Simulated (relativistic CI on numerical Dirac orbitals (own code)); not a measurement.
# Te LI: computed level list

Computed by Dirac-Coulomb-Breit CI, separate exchange-only KLI orbitals for each configuration, model QED, unscaled Slater integrals (own radial code, finite nucleus).

Configurations in the expansion: 1s², 1s2s, 1s2p, 1s3s, 1s3p, 1s3d, 1s4s, 1s4p, 1s4d, 1s4f, 1s5s, 1s5p, 1s5d, 1s5f, 1s5g, 1s6s, 1s6p, 1s6d, 2s². Levels of other configurations are missing.

```
No.  Configuration  Term  J   E (eV)    %  Next component (%)  Landé g  Lifetime (s)
  1            1s²    ¹S  0      0.0  100                                           
  2           1s2s    ³S  1  27836.1  100                        1.940      3.94e-12
  3           1s2p   ³P°  1  27910.0   71              29 ¹P°    1.293      3.89e-16
  4           1s2p   ³P°  0  27914.2  100                                   6.50e-10
  5           1s2s    ¹S  0  27916.5  100                                           
  6           1s2p   ³P°  2  28239.0  100                        1.462      4.76e-13
  7           1s2p   ¹P°  1  28272.9   71              29 ³P°    1.147      1.69e-16
  8           1s3s    ³S  1  33088.9  100                        1.947      1.68e-14
  9           1s3p   ³P°  1  33109.0   71              29 ¹P°    1.299      1.19e-15
 10           1s3p   ³P°  0  33110.1  100                                   5.98e-15
 11           1s3s    ¹S  0  33110.3  100                                   1.72e-14
 12           1s3p   ³P°  2  33206.9  100                        1.470      6.90e-15
 13           1s3d    ³D  2  33215.0   60               40 ¹D    1.070      2.13e-15
 14           1s3d    ³D  1  33216.3  100                        0.513      2.17e-15
 15           1s3p   ¹P°  1  33216.5   71              29 ³P°    1.161      5.59e-16
 16           1s3d    ³D  3  33246.0  100                        1.311      2.28e-15
 17           1s3d    ¹D  2  33247.3   60               40 ³D    1.073      2.24e-15
 18           1s4s    ³S  1  34904.7  100                        1.950      2.48e-14
 19           1s4p   ³P°  1  34913.0   71              29 ¹P°    1.301      2.72e-15
 20           1s4p   ³P°  0  34913.4  100                                   1.03e-14
 21           1s4s    ¹S  0  34913.5  100                                   2.47e-14
 22           1s4p   ³P°  2  34954.1  100                        1.473      1.16e-14
 23           1s4d    ³D  2  34957.5   61               39 ¹D    1.073      4.91e-15
 24           1s4d    ³D  1  34958.0  100                        0.518      5.01e-15
 25           1s4p   ¹P°  1  34958.1   71              29 ³P°    1.166      1.31e-15
 26           1s4d    ³D  3  34970.6  100                        1.314      5.30e-15
 27           1s4f   ³F°  3  34970.8   57              43 ¹F°    1.027      1.04e-14
 28           1s4f   ³F°  2  34971.1  100                        0.677      1.04e-14
 29           1s4d    ¹D  2  34971.2   61               39 ³D    1.077      5.15e-15
 30           1s4f   ³F°  4  34977.3  100                        1.234      1.06e-14
```

Energies count from the lowest computed level; ° marks odd parity; lifetimes are radiative, by E1, M1, E2, M2 decay to levels of this space only; some are left blank where a channel outside the calculation adds to the decay or the decay crosses a small, uncertain gap.

The mean weight of the leading LS term, summed over parents, in these 30 levels is 87 %, and that of the leading jj configuration (from the same eigenvectors) 100 %, so jj coupling describes them better and the LS labels are nominal.

At this charge energies of transitions that change n are usually good to better than 1 %, and those within a shell (Δn = 0) to a few per cent.

LS names give the leading component of a level, which can be under half, so a name can repeat, a term be missing and a line seem to break the LS rules.
